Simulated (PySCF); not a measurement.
C2H4Cl (SMILES [CH2]CCl), doublet, geometry from GFN2-xTB; SVWN5/STO-3G in PySCF.

Here is a job for PySCF.
```python
from pyscf import gto, scf, dft

mol = gto.M(
    atom='''
C     0.182802    0.897271   -0.013143
C     1.566145    0.549642   -0.026074
Cl   -0.841137   -0.711490    0.019050
H    -0.155495    1.399582    0.888154
H    -0.177877    1.377691   -0.917688
H     2.080916    0.329442    0.890428
H     2.058112    0.307139   -0.949446
''',
    basis='sto-3g',
    charge=0,
    spin=1,
    verbose=4,
)

mf = dft.UKS(mol)
mf.xc = 'lda,vwn'
mf.diis = False
mf.damp = 0.6
mf.diis_start_cycle = 200
mf.max_cycle = 150
mf.kernel()
```

Problem. Write the output that PySCF gives for this input, abridged.

Solution. 
```
PySCF version 2.14.0

[INPUT] verbose = 4
[INPUT] num. atoms = 7
[INPUT] num. electrons = 33
[INPUT] charge = 0
[INPUT] spin (= nelec alpha-beta = 2S) = 1
[INPUT] symmetry False subgroup None
[INPUT] Mole.unit = angstrom
[INPUT] Symbol           X                Y                Z      unit          X                Y                Z       unit  Magmom
[INPUT]  1 C      0.182802000000   0.897271000000  -0.013143000000 AA    0.345445715023   1.695596449515  -0.024836670455 Bohr   0.0
[INPUT]  2 C      1.566145000000   0.549642000000  -0.026074000000 AA    2.959585121357   1.038672846558  -0.049272718972 Bohr   0.0
[INPUT]  3 Cl    -0.841137000000  -0.711490000000   0.019050000000 AA   -1.589518563238  -1.344521240367   0.035999282673 Bohr   0.0
[INPUT]  4 H     -0.155495000000   1.399582000000   0.888154000000 AA   -0.293842963739   2.644826668871   1.678367816437 Bohr   0.0
[INPUT]  5 H     -0.177877000000   1.377691000000  -0.917688000000 AA   -0.336138813859   2.603458674278  -1.734178987800 Bohr   0.0
[INPUT]  6 H      2.080916000000   0.329442000000   0.890428000000 AA    3.932361328225   0.622555153929   1.682665053644 Bohr   0.0
[INPUT]  7 H      2.058112000000   0.307139000000  -0.949446000000 AA    3.889268013681   0.580408592173  -1.794192910064 Bohr   0.0

nuclear repulsion = 93.6610714308523
number of shells = 15
number of NR pGTOs = 69
number of NR cGTOs = 23
basis = sto-3g
ecp = {}

******** <class 'pyscf.dft.uks.UKS'> ********
method = UKS
initial guess = minao
damping factor = 0.6
level_shift factor = 0
DIIS disabled
SCF conv_tol = 1e-09
SCF conv_tol_grad = None
SCF max_cycles = 150
direct_scf = True
direct_scf_tol = 1e-13
number electrons alpha = 17  beta = 16
XC library pyscf.dft.libxc version 7.1.2
    S. Lehtola, C. Steigemann, M. J. T. Oliveira, and M. A. L. Marques,  SoftwareX 7, 1–5 (2018)
XC functionals = lda,vwn
    P. A. M. Dirac,  Math. Proc. Cambridge Philos. Soc. 26, 376 (1930)
    F. Bloch,  Z. Phys. 57, 545 (1929)
    S. H. Vosko, L. Wilk, and M. Nusair,  Can. J. Phys. 58, 1200 (1980)
radial grids:
    Treutler-Ahlrichs [JCP 102, 346 (1995); DOI:10.1063/1.469408] (M4) radial grids

becke partition: Becke, JCP 88, 2547 (1988); DOI:10.1063/1.454033
pruning grids: <function nwchem_prune>
grids dens level: 3
symmetrized grids: False
atomic radii adjust function: <function treutler_atomic_radii_adjust>
small_rho_cutoff = 0
Set gradient conv threshold to 3.16228e-05
tot grids = 86352
init E= -530.263160787191

cycle= 1 E= -530.468762823293  delta_E= -0.206  |g|= 0.135  |ddm|= 2.29
cycle= 2 E= -530.493261984758  delta_E= -0.0245  |g|= 0.0506  |ddm|= 0.318
cycle= 3 E= -530.495456750739  delta_E= -0.00219  |g|= 0.0224  |ddm|= 0.0733
cycle= 4 E= -530.495886031969  delta_E= -0.000429  |g|= 0.0114  |ddm|= 0.0311
cycle= 5 E= -530.496003095264  delta_E= -0.000117  |g|= 0.00676  |ddm|= 0.0157
cycle= 6 E= -530.496045184376  delta_E= -4.21e-05  |g|= 0.00435  |ddm|= 0.00908
cycle= 7 E= -530.496062827715  delta_E= -1.76e-05  |g|= 0.00291  |ddm|= 0.00571
cycle= 8 E= -530.496070742894  delta_E= -7.92e-06  |g|= 0.00198  |ddm|= 0.00375
cycle= 9 E= -530.496074401371  delta_E= -3.66e-06  |g|= 0.00136  |ddm|= 0.00251
cycle= 10 E= -530.496076117892  delta_E= -1.72e-06  |g|= 0.000936  |ddm|= 0.0017
cycle= 11 E= -530.49607693052  delta_E= -8.13e-07  |g|= 0.000647  |ddm|= 0.00116
cycle= 12 E= -530.49607731762  delta_E= -3.87e-07  |g|= 0.000449  |ddm|= 0.000797
cycle= 13 E= -530.496077502884  delta_E= -1.85e-07  |g|= 0.000312  |ddm|= 0.000548
cycle= 14 E= -530.496077591882  delta_E= -8.9e-08  |g|= 0.000217  |ddm|= 0.000378
cycle= 15 E= -530.496077634768  delta_E= -4.29e-08  |g|= 0.000151  |ddm|= 0.000261
cycle= 16 E= -530.496077655488  delta_E= -2.07e-08  |g|= 0.000105  |ddm|= 0.000181
cycle= 17 E= -530.496077665519  delta_E= -1e-08  |g|= 7.34e-05  |ddm|= 0.000125
cycle= 18 E= -530.496077670385  delta_E= -4.87e-09  |g|= 5.13e-05  |ddm|= 8.7e-05
cycle= 19 E= -530.49607767275  delta_E= -2.36e-09  |g|= 3.58e-05  |ddm|= 6.05e-05
cycle= 20 E= -530.4960776739  delta_E= -1.15e-09  |g|= 2.5e-05  |ddm|= 4.21e-05
cycle= 21 E= -530.496077674461  delta_E= -5.61e-10  |g|= 1.75e-05  |ddm|= 2.93e-05
Extra cycle  E= -530.496077674962  delta_E= -5.01e-10  |g|= 4.36e-06  |ddm|= 5.1e-05
converged SCF energy = -530.496077674962  <S^2> = 0.75292267  2S+1 = 2.0029205
```
